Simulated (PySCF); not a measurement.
Te(Br)(Et) (C₂H₅BrTe), SMILES CC[Te]Br.

Geometry optimised at B3LYP-D3(BJ)/def2-SVP. The def2 effective core potentials stand for the cores of Te; spin–orbit coupling is left out. One conformer was computed; it need not be the lowest.

Calculation: r2SCAN/def2-TZVP in PySCF.

Isolated molecule, no solvent.

| Property | Value |
|---|---|
| total energy | -2921.49316 hartree |
| highest occupied level | -5.36 eV |
| lowest empty level | -3.28 eV |
| orbital gap | 2.08 eV |
| dipole moment | 2.60 D |
| quadrupole, principal values (traceless, Buckingham form, about the centre of nuclear charge) | -5.35, 1.26, 4.09 D·Å |
| mean static polarisability | 83.3 bohr³ (12.34 Å³) |
| polarisability, principal values | 61.5, 87.2, 101.1 bohr³ |
